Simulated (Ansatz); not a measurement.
Reaction (redistribution): `[F][SnH2][Br]` + `COC#C[SiH3]` → `C[O][SnH2][Br]` + `FC#C[SiH3]`

Calculated with Ansatz (gas phase, PBE0-D4/def2-TZVP geometries, no zero-point term in ΔE). CCSD(T)/CBS adds triple-zeta CCSD(T) − MP2 to the extrapolated MP2 energy (def2 sets, frozen cores). Functionals use def2-TZVPP. B3LYP here is the variant with VWN-RPA as its local correlation; programs differ in this. HSE06 is defined as in plane-wave codes. Elements past krypton have def2 core potentials. For Br, Sn outer-core shells are correlated without core-valence functions, which leaves a few kJ/mol of doubt a bond. Scalar relativity is left out up to krypton. Each species was taken in one conformer, which may not be the lowest.

| level | ΔE (kJ/mol) | difference from CCSD(T)/CBS |
| --- | --- | --- |
| LDA (SPW92) | 91.6 | 0.5 |
| PBE-D4 | 93.9 | 2.8 |
| BLYP-D4 | 95.4 | 4.3 |
| r2SCAN-D4 | 98.1 | 7.0 |
| B97M-V | 98.5 | 7.4 |
| PBE0-D4 | 95.4 | 4.3 |
| B3LYP-D4 | 96.6 | 5.5 |
| r2SCANh-D4 | 98.3 | 7.2 |
| r2SCAN0-D4 | 98.5 | 7.4 |
| HSE06-D4 | 95.2 | 4.1 |
| BHLYP-D4 | 98.2 | 7.1 |
| CAM-B3LYP-D4 | 97.3 | 6.2 |
| ωB97M-V | 93.5 | 2.4 |
| B2PLYP | 97.1 | 6.0 |
| PBE-QIDH | 95.3 | 4.2 |
| PBE | 95.8 | 4.7 |
| revPBE | 96.6 | 5.5 |
| r2SCAN | 98.5 | 7.4 |
| PBE0 | 97.2 | 6.1 |
| B3LYP | 99.9 | 8.8 |
| r2SCANh | 98.7 | 7.6 |
| r2SCAN0 | 99.0 | 7.9 |
| HSE06 | 96.9 | 5.8 |
| BHLYP | 101.9 | 10.8 |
| CAM-B3LYP | 99.3 | 8.2 |
| LC-ωPBE | 97.2 | 6.1 |
| RPA@PBE/def2-TZVPP | 85.2 | -5.9 |
| HF/def2-SVP | 101.4 | 10.3 |
| MP2/def2-SVP | 91.6 | 0.5 |
| CCSD/def2-SVP | 88.8 | -2.3 |
| CCSD(T)/def2-SVP | 88.1 | -3.0 |
| HF/def2-TZVPP | 103.6 | 12.5 |
| MP2/def2-TZVPP | 91.6 | 0.5 |
| SCS-MP2/def2-TZVPP | 91.4 | 0.3 |
| CCSD(T)/def2-TZVPP | 88.6 | -2.5 |
| HF/def2-QZVPP | 105.2 | 14.1 |
| SCS-MP2/def2-QZVPP | 93.4 | 2.3 |
| HF/CBS(def2) | 105.4 | 14.3 |
| MP2/CBS(def2) | 94.0 | 2.9 |
| CCSD/CBS(def2) | 91.9 | 0.8 |
| CCSD(T)/CBS | 91.1 | 0 |

Largest T1 diagnostic among the species: 0.013.

In def2-TZVPP, CCSD(T) changes the Hartree–Fock value by −15.0 kJ/mol (the triples alone add −0.8 kJ/mol) and MP2 by −12.0 kJ/mol. The D4 term adds −3.2 kJ/mol with B3LYP and −1.8 kJ/mol with PBE0; it sums over pairs of atoms, weighted by their polarisabilities, and B3LYP, whose exchange is more repulsive, gets the larger term.
